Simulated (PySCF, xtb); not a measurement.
B(AsH2)(F)2 (AsBF2H2), SMILES FB(F)[AsH2].

GFN2-xTB (xtb) at its own geometry gives an orbital gap of 4.39 eV and a dipole moment of 0.56 D.

The structure is a stationary point at B3LYP-D3(BJ)/def2-SVP.

**Question.** What does PySCF with ωB97X/def2-TZVPD give? (The exact figures need the calculation; the answer reports its results.)

**Answer.** gap 11.46 eV (levels -10.21 and 1.25 eV), dipole 0.97 D.
